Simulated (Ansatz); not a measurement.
Reactions of C3H6Te, SMILES `C=C(C)[TeH]`.

Gas-phase electronic energies from Ansatz, PBE0-D4/def2-TZVP geometries. CCSD(T)/CBS is the MP2 limit (def2-TZVPP, def2-QZVPP) plus CCSD(T) − MP2 in def2-TZVPP, frozen cores. This one scheme is used for every species, atoms too. DFT in def2-TZVPP. No spin–orbit coupling; open shells (•) take unrestricted orbitals. Spin–orbit coupling would lower the free atoms: a little for C; strongly for Te. def2 core potentials past Kr. Bonds to Ge, Se, Te are less sure, by a few kJ/mol each and by 10 to 20 or more in all where they break to atoms, as the def2 sets lack core-valence functions. Scalar relativity is left out up to krypton. One conformer a species, not always the lowest.

| reaction | r2SCAN-D4 (eV) | ωB97M-V (eV) | HF/CBS(def2) (eV) | ωB97X-V (eV) |
| --- | --- | --- | --- | --- |
| `C=C(C)[TeH]` → `C=CC[TeH]` | 0.06 | 0.05 | -0.01 | 0.06 |
| `C=C(C)[TeH]` → 3 C• + 6 H• + Te• | 38.34 | 38.23 | 27.94 | 38.26 |
| `C=C(C)[TeH]` + `C=CCC(F)Cl` → `C=CC[TeH]` + `C=C(C)C(F)Cl` | -0.05 | -0.03 | -0.05 | -0.02 |
| `C=C(C)[TeH]` + `BN[SiH2]CO` → `OC[SiH2][TeH]` + `BNC(=C)C` | -0.27 | -0.18 | -0.13 | -0.20 |
| `C=C(C)[TeH]` + `C[SiH2]N` → `C[SiH](N)[TeH]` + `C=CC` | -1.06 | -1.05 | -1.11 | -1.04 |
| `C=C(C)[TeH]` + `O[CH](F)[GeH2][F]` → `OC(F)[TeH]` + `C=[C](C)[GeH2][F]` | -0.20 | -0.15 | -0.12 | -0.15 |
| `C=C(C)[TeH]` + H₂Se → H₂Te + `C=C(C)[SeH]` | 0.02 | 0.02 | 0.00 | 0.02 |
| `C=C(C)[TeH]` + `BN` → `BNC(=C)C` + H₂Te | -0.03 | -0.01 | -0.08 | -0.03 |
| `C=C(C)[TeH]` + H₂O → `C=C(C)O` + H₂Te | 0.03 | 0.05 | -0.09 | 0.02 |
| `C=C(C)[TeH]` + HCl → `C=C(Cl)[TeH]` + CH₄ | 0.21 | 0.26 | 0.33 | 0.25 |

Problem. Give the CCSD(T)/CBS values in the same order. (An estimate is asked.)

Solution. Computed: 0.05, 38.40, -0.02, -0.13, -1.02, -0.14, 0.09, 0.09, 0.27, 0.29 eV.

Largest T1 diagnostic: 0.013, for `BNC(=C)C`.
